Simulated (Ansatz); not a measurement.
System: C3H5Cl, charge 0, multiplicity 1. SMILES: Cl/C=C/C
Coordinates optimised at B3LYP-D3(BJ)/def2-TZVP (Ansatz, a first-principles code):
```xyz
9

C     -2.4001     0.0573    -0.0666
C     -0.9526     0.4339    -0.0613
C      0.0292    -0.4473     0.0387
Cl     1.7132    -0.0083     0.0448
H     -2.8847     0.3888    -0.9890
H     -2.9297     0.5371     0.7609
H     -2.5361    -1.0211     0.0213
H     -0.7075     1.4873    -0.1443
H     -0.1263    -1.5137     0.1251
```

Quantity: atomisation energy (electronic, to ground-state atoms), in kcal/mol. Cores are frozen in the correlated levels unless marked. Open shells are spin-unrestricted. Spin-orbit coupling is left out. No relativistic terms. The coupled-cluster limit lacks core correlation, which all-electron functionals hold. CBS(X,Y): correlation extrapolated as X^-3; Hartree-Fock from the larger set.

| level | program | atomisation energy (kcal/mol) | minus last row |
|---|---|---|---|
| B97M-V/def2-TZVPD | Ansatz | 842.1 | 3.3 |
| HSE06-D3(BJ)/def2-TZVPD | Ansatz + dftd3 | 848.6 | 9.8 |
| CAM-B3LYP-D3(BJ)/def2-TZVPD | Ansatz + dftd3 | 841.1 | 2.3 |
| B2PLYP-D3(BJ)/def2-TZVPD | Ansatz + dftd3 | 832.9 | -5.9 |
| MP2/cc-pV(Q+d)Z | Ansatz | 844.5 | 5.7 |
| SCS-MP2/STO-3G | Ansatz | 847.7 | 8.9 |
| SCS-MP2/6-31G | Ansatz | 722.3 | -116.5 |
| SCS-MP2/6-31G* | Ansatz | 772.7 | -66.1 |
| CCSD/cc-pV(Q+d)Z | Ansatz | 817.0 | -21.8 |
| CCSD(T)/CBS(cc-pV(T+d)Z,cc-pV(Q+d)Z) | Ansatz | 838.8 | 0.0 |
